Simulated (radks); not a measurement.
Values are calculated unless marked as measured or tabulated.
Polarisability of neutral germanium, [Ar] 3d10 4s2 4p2, at imaginary frequency. Code: a radial shooting solver on a logarithmic mesh with Libxc functionals. Model: non-relativistic Kohn-Sham, LB94 model potential, spin-polarised, spherical densities, point nucleus; open shells are filled with parallel spins first. Response by self-consistent Sternheimer equations with the Hartree and adiabatic LDA kernel.

| w (hartree) | alpha1(iw) (bohr^3) |
|---|---|
| 0.00266 | 38.28 |
| 0.0143 | 38.15 |
| 0.0360 | 37.47 |
| 0.0697 | 35.49 |
| 0.118 | 31.51 |
| 0.186 | 25.67 |
| 0.280 | 19.04 |
| 0.413 | 12.88 |
| 0.605 | 8.015 |
| 0.892 | 4.654 |
| 1.35 | 2.563 |
| 2.12 | 1.347 |
| 3.59 | 0.6544 |
| 6.94 | 0.2599 |
| 17.5 | 0.06062 |

Static values: alpha1 = 38.28 bohr^3 (5.673 angstrom^3; uncoupled 54.23). C6 = 313.7, triple-dipole C9 = 8547 atomic units. One-pole (London) frequency 4 C6 / (3 alpha1^2) = 0.285 hartree, against 0.293 for minus the highest occupied eigenvalue. Recommended static value: 40 bohr^3 (Schwerdtfeger and Nagle, 2023 table).
